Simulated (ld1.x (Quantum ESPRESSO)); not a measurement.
## cobalt: excitation energies, all-electron against ultrasoft

- Element: cobalt
- Generator: ld1.x (Quantum ESPRESSO) 7.5
- Type: ultrasoft
- Functional: PBEsol
- Relativity: scalar-relativistic
- Frozen core: [Ne] 3s2
- Valence charge: 15
- Reference configuration: 3p6 3d7 4s1.5 4p0.5
- Partial waves: 4s (bound): rcut 1.70, rcutus 2.05 bohr; 4s channel at 0.05 Ry: rcut 1.70, rcutus 2.05 bohr; 3p (bound): rcut 1.15, rcutus 1.30 bohr; 4p (bound): rcut 1.15, rcutus 1.30 bohr; 3d (bound): rcut 0.80, rcutus 1.00 bohr; 3d channel at -0.05 Ry: rcut 0.80, rcutus 1.00 bohr
- Local potential: all-electron potential smoothed inside 1.50 bohr (lloc = -1)
- Core correction: none
- Augmentation charge: PSQ, inside the norm-conserving radii

Energies are relative to the spin-unpolarised reference configuration 3p6 3d7 4s1.5 4p0.5; without spin polarisation the order of configurations can differ from experiment.

| valence configuration | charge | ΔE all-electron (eV) | error AE − PS (meV) |
| --- | --- | --- | --- |
| 3p6 3d7 4s2 4p0 | 0 | -2.156 | +0.3 |
| 3p6 3d7 4s0 4p0 | +2 | 23.586 | +2.9 |
| 3p6 3d7 4s0 4p1 | +1 | 12.283 | +0.3 |
| 3p6 3d7 4s0 4p2 | 0 | 6.859 | -0.7 |
| 3p6 3d5 4s0 4p0 | +4 | 114.737 | -102 |
| 3p6 3d6 4s2 4p1 | 0 | 7.535 | -15 |

Question: What are ΔE and the potential's error for 3p6 3d7 4s1 4p0?

Answer: ΔE = 6.889 eV all-electron; the error (AE − PS) is -0.7 meV.
